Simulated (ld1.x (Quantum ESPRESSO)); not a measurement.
Cutoff test, Fe (Z = 26), TM

```
Element                 : iron
Generator               : ld1.x (Quantum ESPRESSO) 7.5
Type                    : norm-conserving Troullier–Martins (Kleinman–Bylander form)
Functional              : PBE
Relativity              : scalar-relativistic
Frozen core             : [Ne]
Valence charge          : 16
Reference configuration : 3s2 3p6 3d6 4s1.5 4p0 (charge +0.5)
Partial waves           : 3s (bound): rc 1.00 bohr; 3p (bound): rc 1.30 bohr; 3d (bound): rc 1.05 bohr
Local potential         : all-electron potential smoothed inside 0.85 bohr (lloc = -1)
Core correction         : none
```

Occupied shells without a wave of their own: 4s. They enter only through the test configuration that unscreens the potential.

The pseudo-atom Hamiltonian at the reference potential is diagonalised in spherical Bessel functions j_l(qr) that vanish at 20 bohr, with q² up to the cutoff. All-electron valence levels (Ry): 3s -7.2092, 4s -0.6387, 3p -4.7126, 4p -0.3070, 3d -0.8486.

Question: How do the lowest levels (Ry) of each channel move with the cutoff, and are there ghosts?

Answer:

```csv
cutoff (Ry),s #1,s #2,s #3,p #1,p #2,p #3,d #1,f #1,f #2,Σ f·Δε (mRy)
8,-6.3717,-0.5474,-0.0963,-1.8745,-0.1716,-0.0173,-0.0643,0.0334,0.1411,23570.2
18,-6.8928,-0.6402,-0.1114,-3.5644,-0.2493,-0.0367,-0.0776,0.0334,0.1411,12169.2
35,-6.9828,-0.6440,-0.1120,-4.5628,-0.2980,-0.0463,-0.1142,0.0334,0.1411,5774.1
55,-7.1541,-0.6497,-0.1127,-4.7031,-0.3071,-0.0479,-0.2442,0.0334,0.1411,3800.7
90,-7.1953,-0.6508,-0.1129,-4.7122,-0.3082,-0.0481,-0.6019,0.0334,0.1411,1516.2
140,-7.2053,-0.6536,-0.1133,-4.7126,-0.3083,-0.0482,-0.8297,0.0334,0.1411,122.8
230,-7.2088,-0.6542,-0.1134,-4.7126,-0.3083,-0.0482,-0.8484,0.0334,0.1411,2.0
400,-7.2092,-0.6543,-0.1134,-4.7126,-0.3083,-0.0482,-0.8486,0.0334,0.1411,0.0
```

Result: no extra level below or beside the all-electron valence levels (s, p, d, f tested); 10 mRy is reached at 180 Ry and 1 mRy at 300 Ry.

Its largest configuration-test error is -1004 meV.
